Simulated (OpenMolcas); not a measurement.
# N III: effect of the basis set

```json
{"Program": "OpenMolcas", "Method": "MS-CASPT2, IPEA 0.25 Eh, imaginary shift 0.1 Eh (closed shells correlated: 1s)", "Active space": "3 electrons in 4 orbitals (2s 2p)", "State averaging": "2S+1 = 4 odd, 1 root; 2S+1 = 2 odd, 11 roots; 2S+1 = 4 even, 3 roots; 2S+1 = 2 even, 9 roots", "Spin-orbit coupling": "RASSI with atomic mean-field integrals over the reference wave functions, term energies averaged over their components"}
```

A. ANO-R1 [3s2p1d], X2C, finite nucleus; CASPT2 step about 2.2 core-seconds
B. ANO-RCC-VTZP [4s3p2d1f], DKH2, point nucleus; CASPT2 step about 2.3 core-seconds
C. ANO-L-VTZP [4s3p2d1f], non-relativistic, point nucleus; CASPT2 step roughly 2.2 core-seconds
D. ANO-R2 [4s4p2d1f], X2C, finite nucleus; CASPT2 step about 2.7 core-seconds
E. ANO-R3 [4s4p2d1f], X2C, finite nucleus; CASPT2 step roughly 1.9 core-seconds
F. ANO-RCC-VQZP [5s4p3d2f1g], DKH2, point nucleus; CASPT2 step about 2.3 core-seconds

Energies in cm⁻¹ above 2s² 2p ²P°_1/2, the measured ground level; measured values from Moore, Selected Tables of Atomic Spectra, NSRDS-NBS 3, section 5.

```json
{"Level": "2s² 2p ²P°_1/2", "A": "0.0", "B": "0.0", "C": "0.0", "D": "0.0", "E": "0.0", "F": "0.0", "Measured": "0.0"}
{"Level": "2s² 2p ²P°_3/2", "A": "155", "B": "158", "C": "159", "D": "158", "E": "158", "F": "160", "Measured": "174"}
{"Level": "2s 2p² ⁴P_1/2", "A": "53180", "B": "55560", "C": "55300", "D": "55830", "E": "55830", "F": "55930", "Measured": ""}
{"Level": "2s 2p² ⁴P_3/2", "A": "53230", "B": "55610", "C": "55360", "D": "55890", "E": "55890", "F": "55990", "Measured": "57247"}
{"Level": "2s 2p² ⁴P_5/2", "A": "53330", "B": "55710", "C": "55460", "D": "55980", "E": "55980", "F": "56080", "Measured": "57328"}
{"Level": "2s 2p² ²D_3/2", "A": "100380", "B": "101170", "C": "101460", "D": "101170", "E": "101170", "F": "100700", "Measured": "101031"}
{"Level": "2s 2p² ²D_5/2", "A": "100380", "B": "101170", "C": "101460", "D": "101170", "E": "101170", "F": "100700", "Measured": "101024"}
{"Level": "2s 2p² ²S_1/2", "A": "132500", "B": "131480", "C": "132400", "D": "131340", "E": "131340", "F": "130550", "Measured": "131004"}
{"Level": "2s 2p² ²P_1/2", "A": "146480", "B": "148170", "C": "148810", "D": "147900", "E": "147900", "F": "147160", "Measured": "145876"}
{"Level": "2s 2p² ²P_3/2", "A": "146580", "B": "148280", "C": "148920", "D": "148020", "E": "148020", "F": "147280", "Measured": "145986"}
{"Level": "2p³ ⁴S°_3/2", "A": "180540", "B": "185640", "C": "185700", "D": "185770", "E": "185770", "F": "185680", "Measured": "186797"}
{"Level": "2p³ ²D°_3/2", "A": "201040", "B": "204140", "C": "204700", "D": "204170", "E": "204160", "F": "203640", "Measured": "203089"}
{"Level": "2p³ ²D°_5/2", "A": "201040", "B": "204140", "C": "204700", "D": "204170", "E": "204160", "F": "203640", "Measured": "203075"}
{"Level": "2p³ ²P°_1/2", "A": "230460", "B": "232410", "C": "233430", "D": "232170", "E": "232170", "F": "231350", "Measured": "230404"}
{"Level": "2p³ ²P°_3/2", "A": "230470", "B": "232420", "C": "233440", "D": "232170", "E": "232170", "F": "231360", "Measured": "230409"}
```

Deviations, from unrounded energies. A percentage is the sum of absolute deviations over the sum of measured energies, with the sign that they share, or ± where signs differ.

```csv
Against measurement,Levels,A,B,C,D,E,F
mean absolute deviation (cm-1),13,1700,1200,1700,1100,1100,790
fine structure of the ground term (%),1,-11.3,-9.2,-9.1,-9.2,-9.2,-8.1
other configurations (%),12,±1.3,±0.9,±1.2,±0.8,±0.8,±0.6
```

F lies closest to measurement on these levels and A furthest from it. The largest miss of F in the table is 2s 2p² ²P_3/2, by +1300 cm-1. The ranking rests on the paired levels alone, and a cruder setting can come out closer through cancelling errors.

Among A to F the level of the table that moves most is 2p³ ⁴S°_3/2, by 5200 cm-1 (lowest in A, highest in E). Moves below CASPT2's spread within the term are not significant.

CASPT2 breaks the degeneracy within a term, and the mean is taken; among the terms shown or strongly mixed into the levels shown the widest spread is 990 cm-1 (2p³ ²D°, D). Measured partners are found by configuration, term and J. A level has none where our copy of the source lacks it or the pairing is in doubt (some pairs that miss far off the trend of their configuration count as doubtful), and it then counts in no deviation. Levels of configurations outside the active space are missing.

° marks odd parity.
